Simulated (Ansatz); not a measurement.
CH₃BFNO (`NC1(F)BO1`). Charge 0, multiplicity 1.

```json
{"atom": "N1", "x (Å)": "-0.780", "y (Å)": "-0.901", "z (Å)": "-0.385"}
{"atom": "C2", "x (Å)": "0.032", "y (Å)": "-0.001", "z (Å)": "0.289"}
{"atom": "F3", "x (Å)": "-0.004", "y (Å)": "-0.136", "z (Å)": "1.654"}
{"atom": "B4", "x (Å)": "0.782", "y (Å)": "1.169", "z (Å)": "-0.303"}
{"atom": "O5", "x (Å)": "1.432", "y (Å)": "0.015", "z (Å)": "-0.132"}
{"atom": "H6", "x (Å)": "-1.732", "y (Å)": "-0.576", "z (Å)": "-0.456"}
{"atom": "H7", "x (Å)": "-0.754", "y (Å)": "-1.829", "z (Å)": "0.023"}
{"atom": "H8", "x (Å)": "1.023", "y (Å)": "2.259", "z (Å)": "-0.690"}
```

Question: What are the harmonic wavenumbers in cm⁻¹ at PBE0-D4/def2-TZVP (Ansatz, finite differences of forces, unscaled)? (Estimate.)

Answer: Computed: 220, 325, 448, 483, 509, 669, 775, 787, 811, 956, 1100, 1226, 1365, 1501, 1651, 2763, 3539, 3644.

Question: Is this a minimum?

Answer: Yes, all 18 modes are real.

Question: Give the ideal-gas thermochemistry at 298.15 K and 1 bar (rigid rotor, harmonic oscillator; point group C1, symmetry number 1).

Answer: Zero-point energy 136.2 kJ/mol; H(298) − E = 151.7 kJ/mol; entropy 294.4 J/(mol·K), of which translation 162.7, rotation 104.0, vibration 27.7; G(298) − E = 63.9 kJ/mol.
